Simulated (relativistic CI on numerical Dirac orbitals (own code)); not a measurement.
**Ligand-field terms of d8**

Computed with a parametric ligand-field model of a d^n configuration (Racah B and C, spin-orbit zeta, crystal field), exact diagonalisation.

Field parameters in Wybourne normalisation: D3d B²₀ = −7Dσ, B⁴₀ = −14Dq − 21Dτ, B⁴₃ = −14√(10/7) Dq; D4h B²₀ = −7Ds, B⁴₀ = 21(Dq − Dt), B⁴₄ = 21√(5/14) Dq. The field is a parameter set, without covalency.

Ground term and bands for B = 630, C = 3000, ζ = 0 cm⁻¹, D4h, 10Dq = 18300, Ds = -1500, Dt = 670 cm⁻¹?

Ground term 3B1 with 2.00 electrons in the two orbitals of the cubic e set. Spin-allowed: 3E 12210 cm⁻¹ (819 nm), 3E 17977 cm⁻¹ (556 nm), 3B2 18300 cm⁻¹ (546 nm), 3A2 22895 cm⁻¹ (437 nm). Lowest spin-forbidden: 1A1 10211 cm⁻¹ (979 nm), 1B1 10845 cm⁻¹ (922 nm), 1A1 19526 cm⁻¹ (512 nm).

Ground term and bands for B = 980, C = 4310, ζ = 0 cm⁻¹, D4h, 10Dq = 28150, Ds = 1970, Dt = -130 cm⁻¹?

Ground term 3B1 with 2.00 electrons in the two orbitals of the cubic e set. Spin-allowed: 3B2 28150 cm⁻¹ (355 nm), 3E 28629 cm⁻¹ (349 nm), 3A2 31647 cm⁻¹ (316 nm), 3E 43131 cm⁻¹ (232 nm). Lowest spin-forbidden: 1A1 13217 cm⁻¹ (757 nm), 1B1 16278 cm⁻¹ (614 nm), 1A1 32331 cm⁻¹ (309 nm).

Ground term and bands for B = 970, C = 4900, ζ = 0 cm⁻¹, D3d, 10Dq = 19300, Dσ = 1200, Dτ = 130 cm⁻¹?

Ground term 3A2 with 2.00 electrons in the two orbitals of the cubic e set. Spin-allowed: 3A1 18447 cm⁻¹ (542 nm), 3E 20263 cm⁻¹ (494 nm), 3A2 28850 cm⁻¹ (347 nm), 3E 29511 cm⁻¹ (339 nm). Lowest spin-forbidden: 1E 17243 cm⁻¹ (580 nm), 1A1 29538 cm⁻¹ (339 nm), 1A1 35307 cm⁻¹ (283 nm).

Ground term and bands for B = 990, C = 3520, ζ = 0 cm⁻¹, D4h, 10Dq = 29250, Ds = 3000, Dt = -460 cm⁻¹?

Ground term 3B1 with 2.00 electrons in the two orbitals of the cubic e set. Spin-allowed: 3B2 29250 cm⁻¹ (342 nm), 3A2 30623 cm⁻¹ (327 nm), 3E 32215 cm⁻¹ (310 nm), 3E 48695 cm⁻¹ (205 nm). Lowest spin-forbidden: 1A1 9685 cm⁻¹ (1033 nm), 1B1 14798 cm⁻¹ (676 nm), 1A1 32236 cm⁻¹ (310 nm).

Ground term and bands for B = 650, C = 3230, ζ = 0 cm⁻¹, D4h, 10Dq = 19250, Ds = 2590, Dt = 160 cm⁻¹?

Ground term 3B1 with 2.00 electrons in the two orbitals of the cubic e set. Spin-allowed: 3A2 15345 cm⁻¹ (652 nm), 3E 16212 cm⁻¹ (617 nm), 3B2 19250 cm⁻¹ (519 nm), 3E 30460 cm⁻¹ (328 nm). Lowest spin-forbidden: 1A1 4278 cm⁻¹ (2337 nm), 1B1 11539 cm⁻¹ (867 nm), 1A2 22350 cm⁻¹ (447 nm).
